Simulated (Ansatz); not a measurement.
Mulliken charges of C2H4FGeNO, SMILES `C[O][GeH]([F])[C]#N` from PBE/def2-TZVPP in Ansatz (PBE0-D4/def2-TZVP geometry).

```
atom   x (Å)   y (Å)   z (Å)  charge (e)
  C1   0.377  -1.730   0.232      -0.155
  O2  -0.095  -0.466   0.667      -0.316
 Ge3  -0.044   0.904  -0.410       0.627
  F4  -1.169   0.656  -1.696      -0.317
  C5  -0.721   2.365   0.620      -0.228
  N6  -1.088   3.272   1.226       0.052
  H7   0.404  -2.383   1.104       0.116
  H8  -0.291  -2.168  -0.516       0.117
  H9   1.389  -1.670  -0.186       0.094
 H10   1.321   1.171  -1.038       0.008
```

Task: By hand: the dipole of these point charges (1 e Å = 4.8032 D).

Result: Σ q r = (0.576, -0.273, -0.002) e Å, of length 0.637 e Å = 3.06 D.

Task: How does the dipole of the full density compare? (An estimate is asked.)

Result: The calculation gave: (0.589, -0.614, -0.253) e Å, 4.26 D; the point charges give 0.72 times that, at 26° from its direction.

Point charges leave out the atoms' own dipoles, such as those of lone pairs, and Mulliken's split depends on the basis, so the two needn't agree.
